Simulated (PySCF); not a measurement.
Run record for `P(BC(C)C)[SiH3]`: PBE0/IGLO-II, damping 0.3 at the start, DIIS from the seventh cycle, TDA, 12 singlets.

Method: TDA PBE0/IGLO-II, vertical, gas phase, core orbitals frozen in the response (PySCF 2.14.0, density-fitted response routines). Geometry: GFN2-xTB. A driver script takes a list of jobs; this job's settings line and coordinates (Å) are shown.

Command:
```bash
OMP_NUM_THREADS=1 python probes_run.py task.json out
```

Input:
```
{"job": {"kind": "uv", "xc": "PBE0", "basis": "IGLO-II", "nstates": 12, "ntriplets": 5, "tda": true, "scf": {"damp": 0.3}}, "charge": 0, "multiplicity": 1}
C     -2.301080     0.813753    -0.119771
C     -0.917595     0.200410     0.128890
C     -0.998472    -1.325022    -0.045341
B      0.186249     0.783404    -0.857177
P      1.797979     1.371944    -0.183283
Si     2.679080    -0.316670     0.963632
H     -2.622521     0.624594    -1.141886
H     -3.039763     0.387166     0.558050
H     -2.273893     1.890419     0.035605
H     -0.656025     0.391447     1.178247
H     -1.756967    -1.743741     0.614713
H     -0.042076    -1.790661     0.188589
H     -1.260210    -1.575261    -1.071586
H     -0.058053     0.922833    -1.995120
H      2.609695     1.348527    -1.299268
H      1.846411    -0.534191     2.145323
H      2.778045    -1.568347     0.202466
H      4.020439     0.125713     1.339632
```

Problem. What does the run print?

Solution. 
```
damping 0.30 in the first 6 cycles
final grid: 133152 points
cycle   1  E = -776.7493648298  dE =  2.075e-01  |g| = 4.175e-01  |ddm| = 3.051e+00
cycle   2  E = -776.7785848088  dE = -2.922e-02  |g| = 2.242e-01  |ddm| = 4.985e-01
cycle   3  E = -776.7867381192  dE = -8.153e-03  |g| = 1.381e-01  |ddm| = 3.054e-01
cycle   4  E = -776.7898195499  dE = -3.081e-03  |g| = 9.104e-02  |ddm| = 2.047e-01
cycle   5  E = -776.7911090127  dE = -1.289e-03  |g| = 6.188e-02  |ddm| = 1.416e-01
cycle   6  E = -776.7899928299  dE =  1.116e-03  |g| = 8.695e-02  |ddm| = 1.407e-01
cycle   7  E = -776.7875904541  dE =  2.402e-03  |g| = 1.248e-01  |ddm| = 2.020e-01
cycle   8  E = -776.7922333677  dE = -4.643e-03  |g| = 3.795e-03  |ddm| = 1.203e-01
cycle   9  E = -776.7922372004  dE = -3.833e-06  |g| = 3.659e-04  |ddm| = 3.388e-03
cycle  10  E = -776.7922372386  dE = -3.818e-08  |g| = 1.468e-04  |ddm| = 5.561e-04
cycle  11  E = -776.7922372447  dE = -6.141e-09  |g| = 2.801e-05  |ddm| = 1.790e-04
cycle  12  E = -776.7922372449  dE = -2.319e-10  |g| = 9.344e-06  |ddm| = 3.849e-05
converged SCF energy = -776.7922372449

Static polarisability (au): isotropic 100.390, principal 81.700 96.960 122.510

Singlet excitations
state   eV       nm        f      main configurations
  1   4.8745    254.4   0.08197   H->L 0.85
  2   5.4232    228.6   0.00748   H-1->L 0.91
  3   5.9064    209.9   0.09470   H-2->L 0.83
  4   6.5502    189.3   0.02925   H->L+1 0.84
  5   6.7143    184.7   0.03285   H-3->L 0.90
  6   6.8879    180.0   0.04855   H-4->L 0.46, H->L+2 0.30, H->L+4 0.09
  7   6.9563    178.2   0.02319   H-4->L 0.47, H->L+2 0.42
  8   7.1626    173.1   0.00756   H->L+3 0.85, H->L+4 0.09
  9   7.3476    168.7   0.08110   H->L+4 0.70
 10   7.4082    167.4   0.00200   H-5->L 0.89
 11   7.7307    160.4   0.03406   H-6->L 0.93
 12   7.8658    157.6   0.00586   H-1->L+1 0.93

Triplet excitations (Tamm-Dancoff, eV): 3.6937 4.8937 5.1692 5.8654 6.0718
```

H and L stand for HOMO and LUMO; the number after each pair is its weight.

Problem. How does the lowest singlet excitation compare with the HOMO–LUMO gap?

Solution. HOMO -7.24 eV and LUMO -1.40 eV give a gap of 5.84 eV; S1 at 4.87 eV lies 0.97 eV below it.

Problem. Which computed singlet has the largest oscillator strength, and what do all of them sum to?

Solution. State 3 at 5.91 eV (210 nm), f = 0.095; the 12 states sum to 0.449.

In short: SCF converged in 12 cycles with 230 basis and 835 fitting functions; HOMO -7.24 eV, LUMO -1.40 eV; lowest singlet 4.87 eV; lowest triplet 3.69 eV (Tamm–Dancoff); mean polarisability 100.4 au.

The run took 23 s on one thread, AMD EPYC 9R45 (x86_64), shared host with 96 logical CPUs at a one-minute load of 96, and the process peaked at 1.1 GiB of memory.

The values belong to the conformer `[CH3:1][CH:2]([CH3:3])[BH:4][PH:5][SiH3:6]`: C1–C2–B4–P5 131°, C2–B4–P5–Si6 56°.
